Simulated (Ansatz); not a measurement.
Calculation: frozen-core CCSD(T)/cc-pVTZ // B3LYP-D3(BJ)/def2-TZVP run with Ansatz (an electronic-structure program).

Ansatz 0.2 input:
```yaml
crystal:
  periodic: [false, false, false]
  atoms:
    - { symbol: C, position_ang: [-0.092269, 0.024923, 0.114277] }
    - { symbol: F, position_ang: [1.193202, -0.3246, -0.031744] }
    - { symbol: H, position_ang: [-0.298994, 1.074088, -0.039794] }
    - { symbol: H, position_ang: [-0.80194, -0.774411, -0.042739] }
basis:
  gaussian: { orbitals: cc-pVTZ }
correlation:
  method: ccsd_t
magnetization:
  spin_polarized: true
  initial_magnetization: 1
```

Output:

```
Functional definition: HF
516 factors; integrals over basis functions are off by at most 9.4e-4 eV
mean field evaluation 1: about -3766.7908 eV, gradient 1.3e1 eV
mean field evaluation 2: about -3766.7941 eV, gradient 1.3e1 eV
mean field evaluation 4: about -3767.6659 eV, gradient 2.4e0 eV
mean field evaluation 8: about -3767.7128 eV, gradient 1.1e-1 eV
mean field evaluation 16: about -3767.6992 eV, gradient 7.4e-1 eV
mean field -3767.71298764 eV, -138.4608984483 hartree, gradient 2.2e-6 eV, S^2 0.761421; 0 other end points of the search recorded, 0 dependent functions left out
2 core orbitals not correlated
reference -3767.71298764 eV, -138.4608984483 hartree; 7, 6 occupied and 79, 80 virtual orbitals, 516 factors
second order -10.83123560 eV of doubles, -0.00000000 eV of singles
cycle   1  -10.95530848 eV  change   -1.2e-1 eV  update   6.6e-2
cycle   2  -11.20005242 eV  change   -2.4e-1 eV  update   2.0e-2
cycle   3  -11.26776058 eV  change   -6.8e-2 eV  update   1.3e-2
cycle   4  -11.26067580 eV  change    7.1e-3 eV  update   4.5e-3
cycle   5  -11.26209703 eV  change   -1.4e-3 eV  update   2.0e-3
cycle   6  -11.26266603 eV  change   -5.7e-4 eV  update   5.8e-4
cycle   7  -11.26246890 eV  change    2.0e-4 eV  update   2.0e-4
cycle   8  -11.26248942 eV  change   -2.1e-5 eV  update   8.6e-5
cycle   9  -11.26249054 eV  change   -1.1e-6 eV  update   2.5e-5
cycle  10  -11.26247619 eV  change    1.4e-5 eV  update   1.0e-5
perturbative correction -0.33798129 eV, -0.0124205834 hartree
Total energy: -3779.31344513 eV, -138.8872073977 hartree
```

Cost: very roughly 5 core-seconds.
